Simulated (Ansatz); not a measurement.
C₂H₅BSn, SMILES `[BH2][SnH2][C]#C`. Total charge 0; spin multiplicity 1. Sn: def2 effective core potential.

```xyz
9

B     1.486    0.604    1.301
Sn    0.223   -0.868    0.178
C    -1.182    0.106   -1.025
C    -1.981    0.698   -1.708
H     2.339    0.212    2.038
H     1.320    1.779    1.176
H    -0.663   -1.892    1.219
H     1.148   -1.854   -0.866
H    -2.690    1.216   -2.314
```

(1) What are the harmonic wavenumbers in cm⁻¹ at PBE0-D4/def2-TZVP (Ansatz, finite differences of forces, unscaled)? (Best estimate.)

(2) Is this a minimum?

(3) Give the ideal-gas thermochemistry at 298.15 K and 1 bar (rigid rotor, harmonic oscillator; point group Cs, symmetry number 1).

(4) And at 400, 500, 600, 800 and 1000 K?

(5) Rotational constants (cm⁻¹)?

Answers

(1) The calculation gave: 91, 96, 191, 248, 298, 444, 499, 561, 568, 662, 710, 713, 715, 883, 1150, 1933, 1937, 2141, 2601, 2705, 3463.

(2) Yes, all 21 modes are real.

(3) Zero-point energy 135.2 kJ/mol; H(298) − E = 156.6 kJ/mol; entropy 351.5 J/(mol·K), of which translation 172.0, rotation 110.3, vibration 69.1; G(298) − E = 51.8 kJ/mol. Modes under 100 cm⁻¹ are hindered rotations or soft bends, so the harmonic entropy is rough.

(4) 
| T (K) | H − E (kJ/mol) | S (J/mol/K) | G − E (kJ/mol) |
| --- | --- | --- | --- |
| 400 | 168.6 | 386.0 | 14.2 |
| 500 | 181.8 | 415.3 | -25.9 |
| 600 | 196.0 | 441.1 | -68.7 |
| 800 | 226.7 | 485.3 | -161.5 |
| 1000 | 259.9 | 522.2 | -262.4 |

(5) 0.3001, 0.08291, 0.06695.
